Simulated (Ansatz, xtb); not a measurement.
## Relative energy of two isomers of C3H3BClNS

Structure I: `Bc1scnc1Cl`, a singlet. Structure II: `Bc1ncsc1Cl`, a singlet. Both are isolated molecules in the gas phase, relaxed with PBE0-D3(BJ)/def2-SVP; the shapes shown needn't be the lowest conformers.

I (Å):

```
atom    x (Å)    y (Å)    z (Å)
   C   0.8750   0.9373  -2.2725
   C  -0.8791   2.5612  -1.7699
   C   0.6400   1.9560  -3.1983
   B   1.8758  -0.2091  -2.2845
  Cl   1.5121   2.1257  -4.6589
   N  -0.3271   2.8499  -2.9195
   S  -0.2485   1.1883  -0.9721
   H   2.6298  -0.3291  -3.2166
   H   1.9094  -0.9899  -1.3644
   H  -1.6909   3.1508  -1.3365
```

II (Å):

```xyz
10

C     0.8927    1.1763   -2.2391
C    -1.2871    1.5826   -2.0683
C     0.6833    1.8833   -3.4192
B     2.2393    0.6035   -1.7690
Cl    1.8229    2.2885   -4.6146
N    -0.2710    1.0332   -1.5032
S    -0.9599    2.3601   -3.5961
H     3.2282    0.7521   -2.4424
H     2.2900    0.0076   -0.7234
H    -2.3011    1.5877   -1.6595
```

Quicker runs give these differences E(II) − E(I): GFN2-xTB +19.0 kJ/mol; HF/STO-3G +19.8 kJ/mol (at GFN2-xTB geometries); r2SCAN-D4/def2-SVP +37.4 kJ/mol (at GFN2-xTB geometries).

Q: Estimate E(II) − E(I) at the level CCSD(T)/def2-SVP + ΔMP2/def2-TZVPP.

A: Calculated at CCSD(T)/def2-SVP + ΔMP2/def2-TZVPP: E(II) − E(I) = +35.1 kJ/mol, so structure I lies lower.

How the difference moves with the method:

```tsv
level	geometry	E(II) − E(I) (kJ/mol)	departure from the last row (kJ/mol)	job, with rough time for the two
GFN2-xTB	GFN2-xTB	+19.0	−16.1	optimisation, 0.22 s
HF/STO-3G	GFN2-xTB	+19.8	−15.3	single point, 0.76 s
r2SCAN-D4/def2-SVP	GFN2-xTB	+37.4	+2.3	single point, 5.2 s
PBE0-D3(BJ)/def2-SVP	PBE0-D3(BJ)/def2-SVP	+36.7	+1.7	optimisation, 51 s
HF/def2-SVP	PBE0-D3(BJ)/def2-SVP	+37.2	+2.1	part of the CCSD(T) run
MP2/def2-SVP	PBE0-D3(BJ)/def2-SVP	+35.5	+0.4	part of the CCSD(T) run
CCSD(T)/def2-SVP	PBE0-D3(BJ)/def2-SVP	+33.8	−1.3	single point
CCSD(T)/def2-SVP + ΔMP2/def2-TZVPP	PBE0-D3(BJ)/def2-SVP	+35.1		single point, 57 s
```

As drawn, both hold the same kinds of bond in the same numbers.

The levels shown agree on the order. The largest departure from CCSD(T)/def2-SVP + ΔMP2/def2-TZVPP is that of GFN2-xTB, 16.1 kJ/mol. The last row adds to CCSD(T) the change of the MP2 difference between the two basis sets, here +1.3 kJ/mol.

With thermal terms from frequencies at re-optimised GFN2-xTB minima (ideal gas, soft modes damped towards free rotors, one conformer each, 298.15 K, 1 atm): the zero-point term adds −0.6 kJ/mol; ΔH is +34.6 and ΔG +34.4 kJ/mol.

The correlated steps freeze 15 core orbitals. Programs: Ansatz 0.2.0, xtb 6.7.1; the last row on 2 threads of Intel(R) Xeon(R) Processor @ 2.70GHz on a shared host.
